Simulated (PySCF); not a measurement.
Gas-phase equilibrium of 1 mol NaCl, 45 mol H2O at 2000 K and 0.100 bar, among 21 species (ClO, O2, HCl, O, HO2, H2O, H, HOCl, Na, H2O2, O3, Na2, H2, Na2(OH)2, NaCl, NaOH, Cl, Cl2, Na2O, Na2Cl2, OH). Only gases are allowed; each row takes one source of thermochemistry for all species, and Cantera finds the minimum.

Method: PySCF energies plus ideal-gas RRHO corrections (1 bar). Table values come from the NASA 1993 polynomials. † marks an energy on the PBE0/def2-TZVP geometry and frequencies; other levels use their own. Open shells (unrestricted) among the columns below: O2 (multiplicity 3), Na (multiplicity 2), OH (multiplicity 2, electronic degeneracy 4); the rest are closed-shell singlets. Spin-orbit splitting is ignored; it lowers the true energy and changes the entropy of OH. The harmonic model lacks anharmonicity and excited electronic states, which grow with temperature; levels with a mode under 35 cm⁻¹ are left out. The table's entry may be an old estimate for OH (not checked at source).

Molecules larger than those listed are left out. Table species left out: NaH, NaO.

Mole fractions:

```tsv
thermochemistry	x H2O	x H2	x O2	x NaCl	x OH	x HCl	x Na
table	0.95	0.012	0.0054	0.017	0.0045	0.0043	0.0021
PBE0/def2-TZVP	0.92	0.028	0.014	0.014	0.0075	0.0073	0.0061
r2SCAN/def2-TZVP†	0.89	0.046	0.022	0.015	0.0085	0.0060	0.0038
ωB97X-V/def2-TZVP†	0.91	0.035	0.017	0.015	0.0067	0.0057	0.0033
```
The most sensitive of these is O2: it spans a factor of 10^0.6 over these rows; at this temperature one factor of ten is RT ln 10 = 38 kJ/mol.
